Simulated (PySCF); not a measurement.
Work out the structure from these simulated measurements.

Formula: C4H3B.

* Couplings: largest of the computed one-bond spin–spin couplings (means over like bonds): 13C–1H +286.1, 13C–13C +228.2, 13C–13C +184.5, 13C–13C +171.7, 11B–1H +149.0 (×2), 13C–11B +98.7 Hz [B3LYP/pcJ-1]
* UV, first state: lowest singlet excitation: 3.08 eV (403 nm, f = 0.000) [TDDFT CAM-B3LYP/def2-SVPD]
* 13C NMR: chemical shifts (computed TMS as zero) by class: 152.7 (1 C), 106.6 (1 C), 85.5 (1 C), 69.6 (1 C) ppm [GIAO CAM-B3LYP/pcSseg-2]
* UV, strongest line: among the 10 lowest singlet transitions: S5 at 6.47 eV (192 nm, f = 0.844) [TDDFT CAM-B3LYP/def2-SVPD]
* NMR, other nuclei: isotropic shieldings of nuclei other than C and H, by class: 25 (1 B) ppm [GIAO CAM-B3LYP/pcSseg-2]
* Valence photoelectron: vertical ionisation energy: 9.61 eV [ΔSCF CAM-B3LYP/def2-SVPD]
* Rotational structure: rotational constants A, B, C: 229.167, 2.118, 2.099 GHz [PBE0-D3(BJ)/def2-SVP]

Electronic properties: PySCF, gas phase, density fitting. Levels stand in brackets. Isolated species at its PBE0-D3(BJ)/def2-SVP geometry, gas phase. NMR values are class means; diastereotopic atoms form classes of their own.

Problem. Give a SMILES that accounts for the data.

Solution. Numbering: `[BH2:1][C:2]#[C:3][C:4]#[CH:5]`. 4 carbons fall into 4 classes; from least to most shielded: alkyne carbon [C3] (152.7 ppm), terminal alkyne carbon [C5] (106.6 ppm), alkyne carbon [C2] (85.5 ppm), alkyne carbon [C4] (69.6 ppm). The other shieldings belong to: 25 ppm, three-coordinate boron [B1]. The couplings run between: +286.1 Hz, terminal alkyne carbon [C5] and its hydrogen; +228.2 Hz, alkyne carbon [C4] and terminal alkyne carbon [C5]; +184.5 Hz, alkyne carbon [C2] and alkyne carbon [C3]; +171.7 Hz, alkyne carbon [C3] and alkyne carbon [C4]; +149.0 Hz, three-coordinate boron [B1] and its hydrogen (with 1 like pair); +98.7 Hz, alkyne carbon [C2] and three-coordinate boron [B1]. S1 is mainly HOMO→LUMO (weight 0.96); the largest Löwdin shares of the orbital it empties are 0.23 on the terminal alkyne carbon, 0.23 on each of 2 atoms of one kind (alkyne carbon) and 0.17 on an alkyne carbon, of the orbital it fills 0.33 on the three-coordinate boron, 0.18 on an alkyne carbon, 0.17 on an alkyne carbon and 0.12 on the terminal alkyne carbon. The optimised geometry has point group C2v and is an asymmetric top. Structure: `BC#CC#C`. The assignments are read from this structure; whether some other isomer fits the data as well wasn't checked.
